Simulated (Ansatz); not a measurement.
Geometry optimisation, Ansatz, RKS PBE0/def2-SVP.

Input:

```yaml
crystal:
  periodic: [false, false, false]
  atoms:
    - { symbol: C, position_ang: [-0.7421, 0.7712, -1.0623] }
    - { symbol: C, position_ang: [0.0588, 0.7632, -0.0528] }
    - { symbol: Ge, position_ang: [0.76562, 2.42541, 0.5607] }
    - { symbol: H, position_ang: [-1.1733, -0.0778, -1.4662] }
    - { symbol: H, position_ang: [-1.0351, 1.7624, -1.5475] }
    - { symbol: H, position_ang: [0.31566, -0.17578, 0.46415] }
    - { symbol: H, position_ang: [0.30472, 2.64976, 2.08407] }
    - { symbol: H, position_ang: [0.25248, 3.57679, -0.25525] }
    - { symbol: H, position_ang: [2.35994, 2.35739, 0.56184] }
basis:
  gaussian: { orbitals: def2-SVP }
hamiltonian:
  xc: pbe0
relax:
  f_tol: 0.015
  max_steps: 40
output:
  orbitals: {}
```

Launched with:

```bash
$ ansatz run input.yaml --threads 1 --pin off --max-ram 2048MiB --backend cpu --events-out ev --progress --plain --runs-dir out
```

Problem. Where does it end, and by what steps?

Solution. It converged. After 6 steps the energy has fallen by 0.308 eV; H5 moved furthest, 0.14 Å.

```csv
step,energy less start (eV),largest force component (eV/Å),accepted
0,0.0000,3.103,yes
1,-0.2751,0.949,yes
2,-0.2568,0.591,no
3,-0.3044,0.295,yes
4,-0.3072,0.126,yes
5,-0.3080,0.055,yes
6,-0.3080,0.006,yes
```

```xyz
9
Properties=species:S:1:pos:R:3
C -0.785 0.769 -1.109
C 0.040 0.805 -0.058
Ge 0.804 2.445 0.644
H -1.202 -0.173 -1.484
H -1.084 1.676 -1.646
H 0.302 -0.138 0.438
H 0.381 2.655 2.112
H 0.307 3.626 -0.208
H 2.344 2.388 0.598
```

The run took 30 s on 1 thread of Intel(R) Xeon(R) Platinum 8488C (Sapphire Rapids), on a shared host, peak memory 0.2 GiB.
